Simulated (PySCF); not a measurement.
Mg(Cl)(Me) (CH3ClMg), SMILES [CH3][Mg][Cl].

Geometry: PBE-D3(BJ)/def2-TZVP.

Calculation: IEF-PCM-PBE0/def2-SVP (PySCF 2.14.0).

The values are the electrostatic part of the solvation free energy, E(continuum) − E(gas) at the gas-phase geometry, in a cavity of scaled van der Waals radii (PySCF's table); cavitation and dispersion terms are not included. A continuum can't describe solvent molecules that bind to the metal. In vacuum the orbital gap is 6.60 eV. The dipole moment in vacuum is 2.12 D.

Computed values in water (ε = 78.36), cyclohexanone (ε = 15.62), acetone (ε = 20.49):
```
solvent            ε  ΔG(elec) (kcal/mol)  dipole (D)  gap (eV)
-------------  -----  -------------------  ----------  --------
water          78.36                -11.2        2.30      6.74
cyclohexanone  15.62                -10.3        2.30      6.72
acetone        20.49                -10.6        2.30      6.73
```
